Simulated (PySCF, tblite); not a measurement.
Isomers of C6H11N2 (doublet state), one GFN2-xTB conformer each. Single-point energies are computed at B3LYP/pcH-1 (PySCF, gas phase, no added dispersion term), electronic only. GFN2-xTB treats the open shell by occupation alone, and not every SCF solution was tested for stability.

Problem. Rank them by B3LYP/pcH-1 energy, lowest first (kJ/mol).
A. `[CH3:1][CH2:2][CH2:3][N:4]1[CH:5][CH2:6][CH:7]=[N:8]1` (doublet state) with C1–C2–C3–N4 -67°, C2–C3–N4–C5 -76°
B. `[H]/[N:5]=[C:4]1\[CH2:3][C@@H:2]([CH2:1])[C@@H:7]([NH2:8])[CH2:6]1` (doublet state) with H–C1–C2–C3 -151° and 33°, C6–C7–N8–H 63° and -58°, C1–C2–C3–C4 -87°, C2–C3–C4–N5 167°, C3–C4–C6–C7 -12°, C4–C6–C7–N8 155°

Solution. B (0.0), A (15.8).

As drawn, the lower has an N–H bond, which the higher lacks; the higher has an N–N linkage, which the lower lacks. Neighbours under 21 kJ/mol apart ([H]/N=C1\C[C@@H]([CH2])[C@@H](N)C1 and CCCN1[CH]CC=N1) can change places with a better method, another conformer or zero-point energy. GFN2-xTB itself gives, in the same order: 88.4, 0.0. GFN2-xTB puts CCCN1[CH]CC=N1 lowest instead.

Problem. What happens when harmonic zero-point energies from GFN2-xTB frequencies are added?

Solution. 
| SMILES | ZPE (kJ/mol) | electronic (kJ/mol) | with ZPE (kJ/mol) |
| --- | --- | --- | --- |
| [H]/N=C1\C[C@@H]([CH2])[C@@H](N)C1 | 420.7 | 0.0 | 0.0 |
| CCCN1[CH]CC=N1 | 420.9 | 15.8 | 16.1 |

The zero-point energies span 0.2 kJ/mol. The order is unchanged.
